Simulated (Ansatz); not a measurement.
Two members of one family (Series SbX3), computed with Ansatz in the gas phase; def2 core potentials for I, Sb, no spin–orbit coupling. The two geometries come from different levels. Binding counts from free atoms in the multiplicity of their measured ground term, without zero-point energy. A dash marks a value that wasn't run or was left out as unsound. The structures are stationary points that may keep the symmetry of their start. Remarks come from the PBE and PBE0 runs and from stability tests at other levels; not every state was tested. HOMO above LUMO (over both spins in singlets and doublets, within one spin in higher multiplets; at PBE or PBE0), or a gap under 0.15 eV within one spin, warns that the state may not be the lowest or that an electron is smeared out.

First: SbCl3 (singlet, charge 0, PBE0-D4/def2-SVP geometry).

Cartesian coordinates in Å:
```
Sb -0.239 -0.319 0.775
Cl -1.841 0.766 -0.580
Cl 0.634 -1.779 -0.864
Cl 1.446 1.332 0.668
```

```csv
level,HOMO (eV),LUMO (eV),gap (eV),vertical IE (eV),vertical triplet (eV),binding per atom (eV)
PBE-D4/def2-TZVP,-7.48,-2.78,4.70,10.24,4.37,2.65
revPBE-D4/def2-TZVP,-7.42,-2.68,4.74,–,–,2.55
r2SCAN-D4/def2-TZVP,-7.81,-2.66,5.15,10.46,4.45,2.53
PBE0-D4/def2-TZVP,-8.63,-2.07,6.56,10.57,4.50,2.51
HSE06-D4/def2-TZVP,-8.24,-2.43,5.80,–,–,2.51
```

Remarks: gap within one spin near zero at PBE or PBE0 (triplet).

Second: SbI3 (singlet, charge 0, PBE-D4/def2-SVP geometry).

```tsv
atom	x (Å)	y (Å)	z (Å)
Sb1	0.708	-0.202	0.602
I2	1.372	0.167	-2.056
I3	-0.754	2.095	1.087
I4	-1.326	-2.060	0.367
```

Q: Estimate how these quantities change from the first to the second (second minus first).

A: 
| level | Δ HOMO (eV) | Δ LUMO (eV) | Δ gap (eV) | Δ vertical IE (eV) | Δ vertical triplet (eV) | Δ binding per atom (eV) |
| --- | --- | --- | --- | --- | --- | --- |
| PBE-D4/def2-TZVP | 0.95 | -0.83 | -1.78 | -1.43 | -1.51 | -0.69 |
| revPBE-D4/def2-TZVP | 0.94 | -0.84 | -1.79 | – | – | -0.69 |
| r2SCAN-D4/def2-TZVP | 0.98 | -0.89 | -1.86 | -1.46 | -1.53 | -0.72 |
| PBE0-D4/def2-TZVP | 1.10 | -0.92 | -2.01 | -1.45 | -1.48 | -0.68 |
| HSE06-D4/def2-TZVP | 1.08 | -0.91 | -1.99 | – | – | -0.68 |

Remarks: gap within one spin near zero at PBE or PBE0 (+1 doublet), gap within one spin near zero at PBE or PBE0 (triplet).
